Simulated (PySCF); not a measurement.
A structure optimised at B3LYP-D3(BJ)/def2-SVP, used in a PySCF frequency run:

```
In
H 1 1.7315
N 1 2.0362 2 114.17
H 3 1.0153 1 124.77 2 0.00
H 3 1.0155 4 110.77 1 180.00
C 1 2.1749 2 130.79 3 -180.00
H 6 1.0994 1 110.13 2 180.00
H 6 1.1003 7 109.13 1 -120.91
H 6 1.1003 7 109.13 8 -118.18
```
Charge 0, spin multiplicity 1.

Q: Write its SMILES, formula and point group.

A: [CH3][InH][NH2], CH6InN, Cs

Q: What are its rotational constants (standard atomic weights)?

A: 12.256, 4.6691, 3.4551 GHz
